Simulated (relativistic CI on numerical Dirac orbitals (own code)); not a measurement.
**How well does a small relativistic CI reproduce Pm II?**

Method of calculation: Dirac-Coulomb-Breit CI, KLI orbitals optimised for each configuration, model QED, valence Slater integrals scaled by 0.85, P86 correlation estimate, and configurations built on the next ion tied to the tabulated ionisation energy (semi-empirical) (own radial code, finite nucleus).

Configurations in the expansion (outside the closed core [Xe]): 4f5.6s, 4f5.5d, 4f5.6p, 4f5.6d, 4f5.7s, 4f5.5f, 4f4.6s2, 4f3.6s2.5d, 4f6, 4f3.6s2.6f, 4f4.6s.8s. The list is cut by size and lacks configurations that can hold low levels.

```
Configuration  Term (tabulated)  J  Measured (cm⁻¹)  Computed  Error  Purity (%)
       4f5.6s               7H°  2              0.0         0      0          96
       4f5.6s               7H°  3            446.4       494     48          92
       4f5.6s               7H°  4           1133.5      1185     52          92
       4f5.6s               5H°  3           1603.0      2291    688          92
       4f5.6s               7H°  5           1983.5      2033     50          94
       4f5.6s               5H°  4           2666.8      3369    702          93
       4f5.6s               7H°  6           2950.3      3000     50          95
       4f5.6s               5H°  5           3812.3      4548    735          94
       4f5.6s               7H°  7           4000.2      4054     54          96
       4f5.6s               5H°  6           5017.8      5794    776          94
       4f5.6s               7F°  0           5280.9      5712    431          97
       4f5.5d               7K°  4           5332.4      7781   2448          96
       4f5.6s               7F°  1           5391.5      5823    432          96
       4f5.6s               7F°  2           5632.4      6070    437          94
       4f5.6s               7F°  3           6048.5      6497    449          93
       4f5.5d               7K°  5           6131.5      8529   2397          97
       4f5.6s               5F°  1           6629.4      7778   1148          97
       4f5.6s               7F°  4           6705.2      7167    462          93
       4f5.6s               5F°  2           7012.9      8156   1143          94
       4f5.5d               7K°  6           7040.7      9387   2346          97
       4f5.6s               5F°  3           7701.1      8857   1156          93
       4f5.5d               7K°  7           8041.7     10339   2297          98
       4f5.5d               7K°  8           9119.3     11367   2248          98
       4f5.6p                7I  3          23261.3     26530   3269          90
       4f5.6p                7I  4          24157.2     27341   3184          91
       4f5.6p                7I  5          25015.7     28292   3277          92
       4f5.6p                7I  6          26027.6     29356   3329          92
```

Measured levels from NIST Handbook of Basic Atomic Spectroscopic Data (Sansonetti and Martin, J. Phys. Chem. Ref. Data 34, 1559 (2005)); pairs were made by configuration, J and term (by order where the table uses no LS term), so strongly mixed levels may be paired wrongly.

Mean error by configuration (cm⁻¹): 4f5.6s 518; 4f5.5d 2347; 4f5.6p 3265. Over the excited levels the mean absolute error is 1293 cm⁻¹ (26 of the 33 excited levels that our extract of the source holds in range could be paired, and the others can miss by more), and the median relative error of those above 1,000 cm⁻¹ is 14 %. Some levels of the ground configuration have no partner.
